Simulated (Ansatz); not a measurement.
# Energy profile

The step: ZnSiH₃Cl ([SiH3][Zn][Cl]) + H₂ → SiH₄ + HCl + Zn; bonds formed: Si2–H4, Cl3–H5; bonds broken: Zn1–Si2, Zn1–Cl3, H4–H5 (atoms numbered as in the saddle structure below).

Zn1  (-0.352, -1.257, -1.432)
Si2  (0.803, -0.180, 0.650)
Cl3  (-2.214, 0.463, -1.757)
H4  (-0.405, 0.813, -0.053)
H5  (-1.195, 0.821, -0.651)
H6  (-0.064, -0.622, 1.772)
H7  (1.493, 1.109, 0.940)
H8  (1.935, -1.148, 0.530)
(Å)

Electronic energies by CCSD(T) at an estimated basis limit (MP2 extrapolated from triple and quadruple zeta, plus CCSD(T) − MP2 in triple zeta), on PBE0-D4/def2-TZVP structures; ZnSiH₅Cl, singlet; no counterpoise correction. Computed with Ansatz 0.2.0 (basis: def2-TZVPP and def2-QZVPP); correlated methods freeze the cores. The 3s and 3p shells of Cu and Zn are frozen; filled d shells are correlated. Extrapolation: Hartree–Fock as exp(−7.88 √X), correlation as X^−2.97.

**Question.** Give the profile in kcal/mol, counted from the separated reactants. (To be estimated.)

**Answer.** Computed:
```json
{"point": "separated: ZnSiH₃Cl (linked as [SiH3][Zn][Cl]; Zn1, Si2, Cl3, H6, H7, H8; singlet) + H₂ (H4, H5; singlet)", "kcal/mol": "0.00"}
{"point": "start structure", "kcal/mol": "-0.81"}
{"point": "saddle", "kcal/mol": "69.27"}
{"point": "end structure", "kcal/mol": "27.40"}
{"point": "separated: Zn (Zn1; singlet) + SiH₄ (Si2, H4, H6, H7, H8; singlet) + HCl (Cl3, H5; singlet)", "kcal/mol": "29.65"}
```

The T1 diagnostic stays at or below 0.022. The restricted Hartree–Fock reference is unstable towards an unrestricted one at one or more of these structures.

For scale, one of the runs: CCSD(T)/def2-TZVPP, 218 basis functions, launched by `ansatz run in.yaml --threads 4 --pin off --events-out ev --progress --plain --max-ram 9574MiB`. Hardware: 4 CPU threads of an Intel Xeon, shared host. Wall time 100 s; peak host memory 3 GiB.
